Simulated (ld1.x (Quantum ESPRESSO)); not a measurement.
**vanadium: one change to an ultrasoft potential, before and after**

ld1.x (Quantum ESPRESSO) 7.5 input, shortened:

```
&input
   title='V', zed=23., rel=1, dft='PBE', iswitch=3,
   config='[Ar] 3d3 4s1 4p0'
 /
 &inputp
   pseudotype=3, tm=.true., lloc=-1, rcloc=1.15,
   nlcc=.false.,
   which_augfun='PSQ', rmatch_augfun=1.30
 /
6
4S  1  0   1.00   0.00  2.25  2.70  0.0
4S  1  0   0.00   0.80  2.25  2.70  0.0
4P  2  1   0.00   0.00  3.10  3.75  0.0
4P  2  1   0.00   0.25  3.10  3.75  0.0
3D  3  2   3.00   0.00  1.25  1.45  0.0
3D  3  2   0.00   3.35  1.25  1.45  0.0
 &test
   configts(1)='3d3 4s1 4p0'
 /
```

All-electron outer shells of the reference configuration (PBE, scalar-relativistic, ld1.x):

```json
{"shell": "3p", "level (eV)": "-51.65", "outermost node (bohr)": "0.35", "outermost maximum (bohr)": "0.84"}
{"shell": "3d", "level (eV)": "-12.63", "outermost node (bohr)": "–", "outermost maximum (bohr)": "0.90"}
{"shell": "4s", "level (eV)": "-10.90", "outermost node (bohr)": "1.17", "outermost maximum (bohr)": "2.59"}
{"shell": "4p", "level (eV)": "-6.83", "outermost node (bohr)": "1.29", "outermost maximum (bohr)": "3.20"}
```

Change: augmentation built from norm-conserving waves at rcut, not smoothed further.

Cutoffs: the cutoffs (Ry, on a coarse ladder) from which the occupation-weighted sum of valence levels, in a spherical-Bessel basis at the reference potential, stays within 10 and 1 mRy of its value at 400 Ry; they do not see the model core or the augmentation charge, which bear on the density cutoff. Errors are all-electron minus pseudo energies relative to the spin-unpolarised reference configuration.

**Question.** What does the change do?

**Answer.** The bound ghosts move from p, s to s; the number of tests that count goes from 6 to 1 (the test run of the changed file stopped, so its transferability is not established); the range in which the p phases agree narrows (upper end 3.8 → 1.4); the range in which the d phases agree narrows (upper end at the end of the scan → -0.1).

```csv
quantity,base,changed
"cutoffs, loose and tight","45 Ry, 80 Ry",not determined
bound ghosts,"s, p",s
"tests counted (converged, no solver errors)",6 of 7,1 of 7 (the test run stopped)
"error for 3d3 4s2 4p0, meV [ΔE -7.73 eV]",+28,+19
s: phases at 4.04 bohr within 0.05 rad from the reference energy up to (Ry; the scan ends near 5),4.0,4.1
p: phases at 4.04 bohr within 0.05 rad from the reference energy up to (Ry; the scan ends near 5),3.8,1.4
d: phases at 4.04 bohr within 0.05 rad from the reference energy up to (Ry; the scan ends near 5),to the end of the scan,-0.1
lowest overlap eigenvalue by channel,"s 0.20, p 0.16, d 0.37","s 0.17, p 0.16, d 0.43"
```

Base: Tests not counted: 3d2 4s2 4p1 (solver errors, printed error -2.6 eV). A true bound ghost makes a file unfit for plane-wave use even where its test errors are small: the radial tests pick states by their node count and pass the ghost by. Where a test does run into it, the solver fails or the error is huge.
